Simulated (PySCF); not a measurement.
Ligand exchange on a metal centre used in film growth or etching (Hf H-SH). Isolated molecules, 0 K electronic values unless said otherwise. One relaxed conformer stands for each flexible species; it need not be the lowest.

The HOMO from two functionals at the same geometries (BP86-D3(BJ)/def2-SVP), both in PySCF: PBE-D3(BJ)/def2-TZVP and TPSSh-D3(BJ)/def2-TZVP. 

```csv
species,PBE-D3(BJ)/def2-TZVP (eV),TPSSh-D3(BJ)/def2-TZVP (eV)
0 of 4 H replaced by SH,-7.12,-7.89
1 of 4 H replaced by SH ([Hf(H)3(SH)]),-6.91,-7.53
2 of 4 H replaced by SH ([Hf(H)2(SH)2]),-6.87,-7.46
4 of 4 H replaced by SH ([Hf(SH)4]),-6.69,-7.27
```

Over these rows, drawn at random from the members with no instability flagged (it was tested for open shells, ions and some series alone), PBE minus TPSSh-D3(BJ): mean +0.64 eV, from +0.58 eV to +0.77 eV.
